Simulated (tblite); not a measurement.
Species: C₅H₁₂O₂Si.
Numbering: `[CH3:1][C@@H:2]1[O:3][CH2:4][C@:5]1([CH3:6])[O:7][SiH3:8]` (hydrogens: H9, H10, H11 on C1; H12 on C2; H13, H14 on C4; H15, H16, H17 on C6; H18, H19, H20 on Si8)

A start from a force field or distance geometry was refined with GFN2-xTB geometry optimisation, gas phase (tblite). Values at the start:

| coordinate | start |
| --- | --- |
| C1–C2 | 1.518 Å |
| C1–H9 | 1.100 Å |
| C2–O3 | 1.399 Å |
| C2–C5 | 1.524 Å |
| C2–H12 | 1.086 Å |
| O3–C4 | 1.411 Å |
| C4–C5 | 1.475 Å |
| C4–H13 | 1.090 Å |
| C4–H14 | 1.115 Å |
| C5–C6 | 1.507 Å |
| C5–O7 | 1.365 Å |
| C6–H15 | 1.126 Å |
| O7–Si8 | 1.721 Å |
| Si8–H18 | 1.489 Å |
| Si8–H20 | 1.479 Å |
| C2–O3–C4 | 85.4° |
| C2–C5–C4 | 78.9° |
| C2–C5–O7 | 109.4° |
| O3–C2–C5 | 85.6° |
| O3–C4–C5 | 87.1° |
| C4–C5–C6 | 109.2° |
| C4–C5–O7 | 122.0° |
| C5–O7–Si8 | 107.3° |
| C1–C2–O3–C4 | -77° |
| C1–C2–C5–C4 | 79° |
| C2–O3–C4–C5 | -37° |
| C4–C5–O7–Si8 | -149° |

Question: How do these coordinates change at the GFN2-xTB level?

Answer: 
| coordinate | GFN2-xTB (Å or °) | change |
| --- | --- | --- |
| O7–Si8 | 1.619 | -0.102 |
| C4–C5 | 1.539 | +0.064 |
| C6–H15 | 1.088 | -0.038 |
| C2–O3 | 1.436 | +0.037 |
| C2–C5 | 1.554 | +0.030 |
| Si8–H20 | 1.453 | -0.026 |
| Si8–H18 | 1.466 | -0.023 |
| C4–H14 | 1.092 | -0.023 |
| C5–O7 | 1.384 | +0.019 |
| O3–C4 | 1.425 | +0.014 |
| C1–H9 | 1.087 | -0.013 |
| C5–C6 | 1.519 | +0.012 |
| C2–H12 | 1.097 | +0.011 |
| C4–H13 | 1.094 | +0.004 |
| C1–C2 | 1.516 | -0.002 |
| C5–O7–Si8 | 133.6 | +26.3 |
| C4–C5–O7 | 113.1 | -8.9 |
| C2–O3–C4 | 93.0 | +7.6 |
| C2–C5–O7 | 116.0 | +6.6 |
| C2–C5–C4 | 84.3 | +5.4 |
| C4–C5–C6 | 114.2 | +5.0 |
| O3–C2–C5 | 90.3 | +4.7 |
| O3–C4–C5 | 91.3 | +4.2 |
| C4–C5–O7–Si8 | 174 | -37 |
| C1–C2–O3–C4 | -111 | -34 |
| C1–C2–C5–C4 | 108 | +29 |
| C2–O3–C4–C5 | -8 | +29 |

The energy falls by 41.6 kcal/mol over 121 L-BFGS steps, the largest force on an atom goes from 3.87 to 0.009 eV/Å, and the atoms move by 0.711 Å rms after alignment. The bond that changes most is O7–Si8 (silyl ether oxygen to oxygen-bound silicon), which shortens by 0.102 Å. Bonds longer at the end by more than 0.005 Å: 7 of 20; shorter: 9. Among the dihedrals that turn most is H9–C1–C2–C5, from 127° to 76°. Rotational constants go from 2738, 1587, 1240 to 2707, 1282, 1063 MHz.

On one thread, Arm Neoverse N1 (aarch64), no GPU, on a shared host, this took 1.5 s of wall time.

Its GFN2-xTB frequencies are all real (lowest 74 cm⁻¹). One conformer, not necessarily the lowest. 3 starts were optimised and ended at 0.00, 0.02 and 0.04 kcal/mol (GFN2-xTB); the lowest of these is shown.

The numbers are calculated, not measured.
